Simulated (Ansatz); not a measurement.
Compare A (`NC[SiH2]BF`) with its isomer B (`CNB(F)[SiH3]`).

Computed with Ansatz on PBE0-D4/def2-TZVP structures; ΔE is electronic, products minus reactants. CCSD(T)/CBS is the MP2 limit (def2-TZVPP, def2-QZVPP) plus CCSD(T) − MP2 in def2-TZVPP, frozen cores. DFT in def2-TZVPP. B3LYP here is the variant with VWN-RPA as its local correlation; programs differ in this. One conformer a species, not always the lowest.

Question: Which is lower in electronic energy at CCSD(T)/CBS, and by how much? (Estimate.)

Answer: Ansatz gave: B, by 164.6 kJ/mol.

Question: Give E(B) − E(A) in kJ/mol with CCSD/def2-TZVPP, B2PLYP, B3LYP-D4, CCSD(T)/def2-TZVPP, PBE0-D4, HF/def2-TZVPP, PBE-D4. (An estimate is asked.)

Answer: Ansatz gave: CCSD/def2-TZVPP -165.8, B2PLYP -169.0, B3LYP-D4 -170.5, CCSD(T)/def2-TZVPP -166.7, PBE0-D4 -168.4, HF/def2-TZVPP -165.4, PBE-D4 -167.8. None reverses the order clearly.

Largest T1 diagnostic: 0.013.
